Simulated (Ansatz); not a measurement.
Gas-phase reaction in SMILES: N[SiH2]N → [NH][SiH2]N + H atom (the H-N bond at the site shown breaks; other sites are not compared here)
Each molecule is optimised on its own at B3LYP-D3(BJ)/def2-TZVP (Ansatz, a program for electronic structure), one conformer each, not searched for the lowest. Frequencies are from Ansatz.

Quantity: bond dissociation energy (0 K, with B3LYP-D3(BJ) harmonic zero-point energies), in kJ/mol. Cores are frozen in the correlated levels unless marked. UHF or UKS for open shells. Spin-orbit coupling is left out. Non-relativistic. CBS(X,Y): correlation extrapolated as X^-3; Hartree-Fock from the larger set.

CCSD(T)/CBS(cc-pV(T+d)Z,cc-pV(Q+d)Z) (Ansatz) gives 459.7 kJ/mol.

Q: Another calculation gave 438.2 kJ/mol. Which level was it?
A) wB97M-V/def2-TZVPD (Ansatz)
B) revPBE/def2-TZVPD (Ansatz)
C) SVWN5/def2-TZVPD (Ansatz)
D) HSE06/def2-TZVPD (Ansatz)

A: D, HSE06/def2-TZVPD (Ansatz). The others give 452.8 (wB97M-V), 425.1 (revPBE), 500.9 (SVWN5) kJ/mol.
